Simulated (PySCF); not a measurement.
A species of formula C6H12O2S has this rotational fingerprint, computed with PBE0-D3(BJ)/def2-SVP geometry optimisation, gas phase (PySCF 2.14.0):

```
Rotational constants : A = 2236, B = 1083, C = 895.6 MHz
Dipole components    : |μa| = 3.92 D, |μb| = 1.80 D, |μc| = 1.68 D
Inertial defect      : -128.50 u·Å²
κ                    : -0.72
```

Question: Which candidate fits, each taken in the one conformer that was computed?
A. `[CH3:1][C:2]1([CH3:3])[CH2:4][CH2:5][CH2:6][S:7]1(=[O:8])=[O:9]` with C1–C2–C4–C5 -158°, C2–C4–C5–C6 48°, C4–C5–C6–S7 -28°, C5–C6–S7–O8 -112°
B. `[O:1]=[S:2]1(=[O:3])[CH2:4][CH2:5][CH2:6][CH2:7][CH2:8][CH2:9]1` with O1–S2–C4–C5 -150°, S2–C4–C5–C6 87°, C4–C5–C6–C7 -76°, C5–C6–C7–C8 55°
C. `[CH3:1][C@@H:2]([CH:3]1[CH2:4][CH2:5]1)[S:6]([CH3:7])(=[O:8])=[O:9]` with C1–C2–C3–C4 -151°, C1–C2–S6–C7 174°

Answer: C. It is C[C@@H](C1CC1)S(C)(=O)=O, an asymmetric top, point group C1. The candidates at the same level (rigid rotor, commonest isotopes):

```
                  SMILES  A (MHz)  B (MHz)  C (MHz)  μa (D)  μb (D)  μc (D)  Δ (u·Å²)  point group           rotor
         O=S1(=O)CCCCCC1     2249     1169    966.9    5.20    0.10    0.11   -134.26      near C2  asymmetric top
C[C@@H](C1CC1)S(C)(=O)=O     2236     1083    895.6    3.92    1.80    1.68   -128.50           C1  asymmetric top
       CC1(C)CCCS1(=O)=O     1718     1565     1276    3.98    2.85    0.11   -220.95           C1  asymmetric top
```

`O=S1(=O)CCCCCC1` has B 8 % too high; `CC1(C)CCCS1(=O)=O` has B 45 % too high. No structure here is proved a minimum.
